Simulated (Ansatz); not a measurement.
Born–Oppenheimer molecular dynamics of CH2AsN (5 atoms, charge 0, multiplicity 1). It starts at the highest image of a converged band. Of that band: Neighbouring images differ by up to 1.3 eV, so the band resolves the path poorly. A vibrational analysis at the climbing image gives one clearly imaginary mode, 1473i cm⁻¹: a first-order saddle point.

Theory: UKS B3LYP-D4/def2-SVP in Ansatz.

```json
{
 "ensemble": "NVE (velocity Verlet)",
 "time step": "0.5 fs",
 "steps asked": "200",
 "starting velocities drawn for": "100 K",
 "seed": "12563"
}
```

Frames 5 fs apart, positions in Å, forces in eV/Å.

Velocities at 5.0 fs (Å/ps):

```
C 0.01 1.28 -0.38
N 0.36 1.08 -1.11
As -0.04 -0.41 0.42
H -1.86 0.29 -6.89
H -0.18 0.15 -4.09
```

```xyz
5
Properties=species:S:1:pos:R:3:forces:R:3 time_fs=5.0 energy_less_start_eV=0.031 T=20
C 0.223 -1.031 -0.188 1.37 -0.75 -0.23
N -0.808 -0.530 0.316 -1.30 0.51 0.95
As -0.154 0.780 -1.120 0.17 0.45 -0.18
H 0.114 -0.895 1.096 -0.08 -0.02 -0.44
H 0.694 1.637 -0.142 -0.16 -0.19 -0.11
5
Properties=species:S:1:pos:R:3:forces:R:3 time_fs=10.0 energy_less_start_eV=0.010 T=75
C 0.235 -1.032 -0.193 0.22 -0.15 -0.29
N -0.817 -0.520 0.317 -0.43 0.13 0.05
As -0.154 0.779 -1.119 -0.10 0.04 -0.38
H 0.106 -0.900 1.044 0.21 -0.10 0.43
H 0.683 1.624 -0.165 0.10 0.08 0.19
5
Properties=species:S:1:pos:R:3:forces:R:3 time_fs=15.0 energy_less_start_eV=0.018 T=53
C 0.251 -1.035 -0.202 -1.33 0.71 0.94
N -0.832 -0.509 0.319 1.07 -0.48 -0.70
As -0.155 0.777 -1.118 0.03 -0.13 -0.05
H 0.140 -0.926 1.053 0.24 -0.15 -0.26
H 0.687 1.623 -0.153 -0.01 0.05 0.06
5
Properties=species:S:1:pos:R:3:forces:R:3 time_fs=20.0 energy_less_start_eV=-0.149 T=486
C 0.243 -1.025 -0.192 -1.26 0.90 1.64
N -0.832 -0.504 0.310 0.01 0.10 -1.12
As -0.155 0.776 -1.118 0.33 -0.13 0.07
H 0.250 -1.000 1.016 1.19 -0.80 -0.46
H 0.685 1.631 -0.127 -0.27 -0.07 -0.13
5
Properties=species:S:1:pos:R:3:forces:R:3 time_fs=25.0 energy_less_start_eV=-1.493 T=3946
C 0.212 -0.996 -0.151 0.68 1.00 2.10
N -0.835 -0.497 0.282 -2.15 0.94 -0.36
As -0.154 0.774 -1.117 0.37 -0.89 -0.43
H 0.648 -1.276 0.865 1.24 -1.24 -1.51
H 0.627 1.633 -0.117 -0.14 0.19 0.20
5
Properties=species:S:1:pos:R:3:forces:R:3 time_fs=30.0 energy_less_start_eV=-1.949 T=5122
C 0.203 -0.954 -0.072 4.23 -0.80 0.26
N -0.871 -0.477 0.251 -1.41 -0.77 1.33
As -0.152 0.769 -1.118 0.64 -0.49 -0.28
H 1.194 -1.736 0.365 -3.43 2.01 -1.30
H 0.535 1.670 -0.073 -0.04 0.06 -0.01
5
Properties=species:S:1:pos:R:3:forces:R:3 time_fs=35.0 energy_less_start_eV=-1.776 T=4675
C 0.260 -0.921 0.012 -1.17 0.43 -2.99
N -0.924 -0.471 0.239 2.84 -2.45 0.52
As -0.147 0.762 -1.119 0.69 0.23 0.63
H 1.046 -1.788 -0.389 -2.30 1.90 2.20
H 0.431 1.720 -0.034 -0.06 -0.11 -0.36
5
Properties=species:S:1:pos:R:3:forces:R:3 time_fs=40.0 energy_less_start_eV=-0.854 T=2303
C 0.294 -0.873 0.048 -4.26 1.84 -2.04
N -0.936 -0.502 0.237 2.62 -0.99 0.66
As -0.141 0.757 -1.119 0.11 0.99 0.41
H 0.455 -1.542 -0.782 1.43 -2.02 0.96
H 0.317 1.756 -0.064 0.10 0.18 0.02
5
Properties=species:S:1:pos:R:3:forces:R:3 time_fs=45.0 energy_less_start_eV=-0.521 T=1444
C 0.257 -0.801 0.032 1.13 -2.48 -4.14
N -0.912 -0.550 0.247 -3.10 1.14 1.72
As -0.135 0.754 -1.118 -0.04 1.85 -0.18
H 0.147 -1.627 -0.814 1.86 -0.53 2.43
H 0.223 1.825 -0.096 0.14 0.02 0.16
5
Properties=species:S:1:pos:R:3:forces:R:3 time_fs=50.0 energy_less_start_eV=-1.664 T=4385
C 0.232 -0.772 -0.058 0.09 -3.39 -0.92
N -0.930 -0.580 0.285 -1.83 1.90 0.56
As -0.128 0.758 -1.117 -0.66 1.48 -0.26
H 0.280 -1.870 -0.343 2.05 0.47 0.64
H 0.168 1.891 -0.096 0.35 -0.46 -0.02
5
Properties=species:S:1:pos:R:3:forces:R:3 time_fs=55.0 energy_less_start_eV=-1.809 T=4761
C 0.210 -0.815 -0.160 -1.82 -4.01 4.53
N -0.975 -0.580 0.328 3.53 0.34 -2.70
As -0.124 0.765 -1.117 -1.10 0.52 -0.46
H 0.816 -1.908 0.261 -1.06 3.33 -1.61
H 0.192 1.864 -0.091 0.45 -0.18 0.24
5
Properties=species:S:1:pos:R:3:forces:R:3 time_fs=60.0 energy_less_start_eV=-1.820 T=4788
C 0.158 -0.927 -0.182 0.87 1.40 4.57
N -0.968 -0.573 0.331 2.53 -0.60 -2.32
As -0.123 0.775 -1.118 -1.08 -0.42 -0.20
H 1.138 -1.284 0.521 -2.55 -0.15 -2.18
H 0.317 1.786 -0.037 0.24 -0.23 0.12
```

Of the whole run (100 fs, mean temperature of the second half 3140 K): The conserved energy stayed within 0.78 meV per atom of its start (net change -0.24 meV per atom), so the integration is sound. The system heated up, since it started high on the potential surface and ran downhill. A run of 0.1 ps of so small a system gives no equilibrium averages.

The run took 6.2 min on 2 threads of Arm Neoverse V2, with other jobs on the host, peak memory 0.25 GiB.
